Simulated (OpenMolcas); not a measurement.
# Cu7+, Ag7+, Au7+: d4 down the group

| Item | Value |
| --- | --- |
| Program | OpenMolcas 26.06 |
| Method | CASSCF |
| Basis | ANO-R3 |
| Scalar Hamiltonian | X2C, finite nucleus |
| Spin-orbit coupling | RASSI with atomic mean-field integrals over the reference wave functions, term energies averaged over their components |

Active space for each ion: 4 electrons in 5 orbitals (d).

Computed levels in cm-1 above 5D0:

| Level | Cu7+ | Ag7+ | Au7+ |
| --- | --- | --- | --- |
| 5D1 | 375 | 1095 | 8393 |
| 5D2 | 1084 | 2783 | 15100 |
| 5D3 | 2069 | 4763 | 19917 |
| 5D4 | 3276 | 6897 | 22353 |
| 3H4 | 36972 | 26367 | 33475 |
| 3H5 | 37798 | 28838 | 41644 |
| 3H6 | 38642 | 30594 | 45060 |
| 3P1(1) | 40635 | 30099 | 42941 |
| 3F2(1) | 42829 | 31913 | 40762 |
| weight of 5D in the lowest level (%) | 99 | 95 | 59 |

Mixed levels, with the weight of the term that names them: Au7+ 5D0 (59 %), Au7+ 5D4 (55 %), Au7+ 3H4 (54 %), Au7+ 3H6 (70 %), Au7+ 3P1(1) (72 %), Au7+ 3F2(1) (62 %).

Measured, with the error of the calculation in %. Measured levels: Ag7+ from Atoms 5, 11 (2017), spectra Ag VII to Ag IX.

```
 Level           Ag7+
   5D1   1340 (-18.3)
   5D2   3212 (-13.4)
   5D3   5292 (-10.0)
   5D4    7443 (-7.3)
   3H4  23302 (+13.2)
   3H5   26250 (+9.9)
   3H6   28185 (+8.5)
3P1(1)  26526 (+13.5)
3F2(1)  28051 (+13.8)
```

The fine-structure level 5D4 changes by a factor of 6.82 from Cu7+ to Au7+.

Without spin-orbit coupling 3H lies 35995, 24876, 22421 cm-1 above 5D in that order; the difference to the level 3H4, of either sign, comes from spin-orbit coupling, which also lowers the zero.

Without dynamic correlation excited terms often stand tens of per cent too high (terms of higher spin than the ground term too low), and those without a measured partner can miss by more than the paired ones. Measured partners are found by configuration, term and J. A level has none where our copy of the source lacks it or the pairing is in doubt (some pairs that miss far off the trend of their configuration count as doubtful), and it then counts in no deviation. Only configurations of the active space appear.

A number in round brackets counts repeated terms of one configuration in the order of the reference energies.
